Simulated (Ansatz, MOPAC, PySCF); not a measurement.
Species: AlBr, net charge 0, singlet state. SMILES: [Al][Br]
Coordinates optimised at B3LYP-D3(BJ)/def2-TZVP (Ansatz, a program for electronic structure):
```xyz
2

Al     0.0000     0.0000    -1.7036
Br     0.0000     0.0000     0.6328
```

Unscaled harmonic wavenumbers (cm⁻¹) in rising order, each level at the stationary point that it reaches from this structure (no distance between atoms moves by over 0.3 Å); the order of modes can differ between levels, and a negative number is imaginary. B3LYP-D3(BJ)/def2-TZVP (PySCF, at the structure above): 357.

AM1 (MOPAC): 382. Zero-point energy 0.5 against 0.5 kcal/mol.

PM3 (MOPAC): 147. Zero-point energy 0.2 against 0.5 kcal/mol.

HF/6-31G* with LANL2DZ past Ar (Ansatz): 363. Zero-point energy 0.5 against 0.5 kcal/mol.

B3LYP/6-31G* with LANL2DZ past Ar (Ansatz): 348. Zero-point energy 0.5 against 0.5 kcal/mol.
